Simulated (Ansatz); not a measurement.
Process, species as SMILES: B=[N] (BH-N) → B=[N-] (an electron is taken up)
B3LYP-D3(BJ)/def2-TZVP geometries, fixed; electronic energies without zero-point terms; positive where energy is released.
Largest species:
```xyz
3

B      0.0000     0.0000    -0.6130
N      0.0000     0.0000     0.6925
H      0.0000     0.0000    -1.7820
```
Charge 0, spin multiplicity 2.

Effect of a fitting basis named in the input at PBE/aug-cc-pVQZ with Ansatz (a first-principles code), against the last row, where the adiabatic electron affinity is 3.02 eV. Open shells are unrestricted. The default fits or decomposes integrals by the program's own choice; accuracy: high also tightens integrals, grids and stops.

| setting | largest shift of a total energy (mEh) | shift of the adiabatic electron affinity (eV) |
|---|---|---|
| fitting: def2-SV(P)-JKFIT | -0.021 | 0.000 |
| fitting: def2-universal-JKFIT | -0.021 | 0.000 |
| fitting: cc-pVTZ-JKFIT | -0.041 | 0.001 |
| fitting: cc-pVQZ-JKFIT | -0.027 | 0.001 |
| fitting: cc-pV5Z-JKFIT | -0.015 | 0.000 |
| fitting: def2-universal-JFIT | -0.095 | 0.001 |
| accuracy: high | 0.000 | 0.000 |
| accuracy: medium (default) | 0.000 | 0.000 |

Within 0.002 eV in the adiabatic electron affinity: fitting: def2-SV(P)-JKFIT; fitting: def2-universal-JKFIT; fitting: cc-pVTZ-JKFIT; fitting: cc-pVQZ-JKFIT; fitting: cc-pV5Z-JKFIT; fitting: def2-universal-JFIT; accuracy: high. The largest shift is 0.095 mEh in a total energy and 0.001 eV in the difference.
